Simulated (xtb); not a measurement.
CH6ClFSi2, SMILES F[Si@H](Cl)C[SiH3]. All values are semi-empirical tight-binding results from xtb (GFN2-xTB unless named), good for trends rather than for accurate numbers. Coordinates come from a GFN2-xTB optimisation. The structure was generated by enumeration; whether it is a known compound was not checked. One conformer was computed; it need not be the lowest.

The orbital gap is 5.72 eV and the dipole moment is 2.23 D. The zero-point energy is 39.7 kcal/mol and the G − E(el) at 298.15 K (modified RRHO) is 18.7 kcal/mol. The static polarisability (D4 model) comes out as 86.3 bohr³, the solvation energy, GFN2-xTB/ALPB(water) comes out as 0.1 kcal/mol and the solvation energy, GFN2-xTB/ALPB(ch2cl2) comes out as -3.0 kcal/mol.
